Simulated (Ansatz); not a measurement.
The same path of AlH₄NOSi (8 atoms, charge 0, multiplicity 1) was run twice with different band settings. Lost on the way: Al2–H6. Made: N1–H6.

Method: Ansatz, RKS LDA/STO-3G.

Relaxed end points:

```xyz
8
Properties=species:S:1:pos:R:3
N -0.588 0.559 -0.573
Al 0.366 1.178 0.751
O 0.988 -0.413 1.069
Si 0.044 -1.044 -0.252
H -1.251 0.861 -1.313
H 0.607 2.501 1.412
H 0.854 -1.645 -1.311
H -0.929 -2.054 0.162
```

```xyz
8
Properties=species:S:1:pos:R:3
N -0.406 0.875 -0.175
Al 1.470 1.196 1.012
O 1.480 -0.598 0.833
Si 0.099 -0.870 -0.039
H -0.461 1.245 -1.159
H -1.337 1.102 0.259
H 0.238 -1.405 -1.397
H -0.992 -1.602 0.611
```

Common settings: movable images 5; climbing image yes; optimiser quadratic models (default); start path through a guess of the saddle point; force threshold 0.05 eV/Å; iteration limit 60; end points relaxed.

| run | spring |
| --- | --- |
| 1 | 5.0 eV/Å² |
| 2 | 2.0 to 10.0 eV/Å², energy-weighted |

(1) What does each run give, and how far can it be trusted?

Results:

(1) Run 1: converged after 13 iterations, highest image 3.497 eV above the first end. Neighbouring images differ by up to 1.7 eV, so the band resolves the path poorly. A vibrational analysis at the climbing image gives one clearly imaginary mode, 1336i cm⁻¹: a first-order saddle point.
Run 2: converged after 10 iterations, highest image 3.497 eV above the first end. Neighbouring images differ by up to 1.5 eV, so the band resolves the path poorly. Another band between the same ends (5 images) ends at a top of the same energy, where a vibrational analysis finds 1 clearly imaginary mode.
The orbitals stay closed-shell, which can raise the energy where a bond breaks towards radicals; this wasn't checked here. Limits of this set-up: minimal basis.
